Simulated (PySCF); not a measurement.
**Dipole response of Ni²⁺ (nickel, charge +2)**

[Ar] 3d7 4s1, high-spin 5F determinant (an excited configuration). Calculation: PySCF 2.14, in aug-cc-pwCVTZ-DK; the spin-free X2C one-electron Hamiltonian (Gaussian nucleus). Coupled (time-dependent) response in atomic units; α is the mean over directions.

| method | mean α (bohr³) | C₆ (like pair) | S(−4) |
| --- | --- | --- | --- |
| TPSS | 13.16 | 46.62 | 147.4 |

S(−4) is the Cauchy moment in α(ω) = α(0) + S(−4) ω² + …

α(iu) at TPSS:

```csv
u (hartree),α(iu) (bohr³)
0,13.16
0.0500,12.81
0.100,11.86
0.200,9.290
0.300,7.041
0.500,4.381
0.750,2.888
1.00,2.151
1.50,1.424
2.00,1.053
3.00,0.6659
5.00,0.3460
```

For an ion, C₆ is the dispersion term alone; charge-induced terms of lower order in 1/R come first.
